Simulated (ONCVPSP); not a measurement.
Nb, ONCV: configuration errors across variants

ONCVPSP 4.0.1 input, shortened (lines: element, Z, core and valence counts, functional; n l f; lmax; l rc ep ncon nbas qcut; lloc lpopt rc5 dvloc0; l nproj debl; icmod fcfact rcfact), PBE, scalar-relativistic:

```
  Nb 41.00    6    5        4      upf
    1    0    2.00
    2    0    2.00
    2    1    6.00
    3    0    2.00
    3    1    6.00
    3    2   10.00
    4    0    2.00
    4    1    6.00
    4    2    4.00
    5    0    0.75
    5    1    0.25
    2
    0    1.50    0.00    4    9    6.70
    1    1.90    0.00    4    7    8.00
    2    2.90    0.00    5    9    5.20
    4    5    1.25    0.00
    0    2    2.20
    1    2    1.70
    2    2    1.00
    3    2.25    1.45
```

All-electron excitation energies from the reference (eV): (1) 4s2 4p6 4d4 5s1 5p0 -0.722; (2) 4s2 4p6 4d4 5s0 5p0 5.916; (3) 4s2 4p6 4d3 5s2 5p0 -1.238.

A true bound ghost makes a file unfit for plane-wave use even where its test errors are small: the radial tests pick states by their node count and pass the ghost by.

Errors AE − PS in meV (a dash: test not solved or not reliable):

```csv
change,(1),(2),(3),bound ghosts,GHOST(+) flags above zero
base,+0.1,+0.2,+21,none,s
"all radii but the core radius scaled by about 0.77 (s 1.16, p 1.46, d 2.24 bohr); local potential polynomial inside 0.96 bohr (lpopt 5, dvloc0 0 Ha)",+0.1,-0.8,+5.3,none,s
"all radii but the core radius scaled by about 0.84 (s 1.26, p 1.60, d 2.46 bohr); local potential polynomial inside 1.06 bohr (lpopt 5, dvloc0 0 Ha)",+0.1,-0.4,+8.8,none,s
"all radii but the core radius scaled by about 1.06 (s 1.58, p 2.02, d 3.06 bohr); local potential polynomial inside 1.32 bohr (lpopt 5, dvloc0 0 Ha)",+0.1,+0.2,+27,none,"s, d"
"all radii but the core radius scaled by about 1.10 (s 1.66, p 2.10, d 3.20 bohr); local potential polynomial inside 1.38 bohr (lpopt 5, dvloc0 0 Ha)",+0.1,0.0,+32,none,"s, d"
"all radii but the core radius scaled by about 1.20 (s 1.80, p 2.28, d 3.48 bohr); local potential polynomial inside 1.50 bohr (lpopt 5, dvloc0 0 Ha)",+0.1,-1.1,+45,none,"s, d"
"all radii but the core radius scaled by about 1.23 (s 1.84, p 2.34, d 3.58 bohr); local potential polynomial inside 1.54 bohr (lpopt 5, dvloc0 0 Ha)",+0.1,-1.9,+51,d,none
"all radii but the core radius scaled by about 1.34 (s 2.00, p 2.54, d 3.88 bohr); local potential polynomial inside 1.66 bohr (lpopt 5, dvloc0 0 Ha)",+0.1,0.0,+70,none,d
```

(1) Give the same row for: all radii but the core radius scaled by about 0.93 (s 1.40, p 1.76, d 2.70 bohr); local potential polynomial inside 1.16 bohr (lpopt 5, dvloc0 0 Ha).

Answers

(1) +0.1, 0.0, +15; bound ghosts: none; GHOST(+) flags above zero: s.
